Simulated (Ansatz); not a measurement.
Gas-phase reaction in SMILES: C[Si](C)(C)Cl [chloro(trimethyl)silane] -> [CH2][Si](C)(C)Cl + H atom (the C-H bond at the site shown breaks; other sites are not compared here)
Structures are relaxed separately at B3LYP-D3(BJ)/def2-TZVP in Ansatz (an electronic-structure program), one conformer each, not searched for the lowest. Frequencies are from Ansatz.
Geometry of the first species:
```xyz
14

Si    -0.0511     0.1244    -0.3069
Cl     0.2680    -0.6522     1.6091
C     -1.7444    -0.4328    -0.8596
C      1.2876    -0.5566    -1.4147
C      0.0483     1.9836    -0.1788
H     -2.5174    -0.0672    -0.1816
H     -1.8077    -1.5218    -0.8893
H     -1.9624    -0.0520    -1.8609
H      1.2502    -1.6467    -1.4491
H      2.2767    -0.2630    -1.0593
H      1.1666    -0.1798    -2.4338
H     -0.1124     2.4418    -1.1583
H     -0.7094     2.3699     0.5050
H      1.0268     2.2990     0.1872
```

Property: bond dissociation energy (0 K, with B3LYP-D3(BJ) harmonic zero-point energies), in eV. Cores are frozen in the correlated levels unless marked. UHF or UKS for open shells. No spin-orbit coupling. No relativistic terms. Basis-set limits of correlation are two-point, X^-3; Hartree-Fock from the larger set.

CCSD(T)/CBS(cc-pV(T+d)Z,cc-pV(Q+d)Z) (Ansatz) gives 4.35 eV.

Problem. Another calculation gave 4.27 eV. Which level was it?
(A) r2SCAN/def2-TZVPD (Ansatz)
(B) SVWN5/def2-TZVPD (Ansatz)
(C) B97M-V/def2-TZVPD (Ansatz)

Solution. C, B97M-V/def2-TZVPD (Ansatz). The others give 4.76 (SVWN5), 4.13 (r2SCAN) eV.
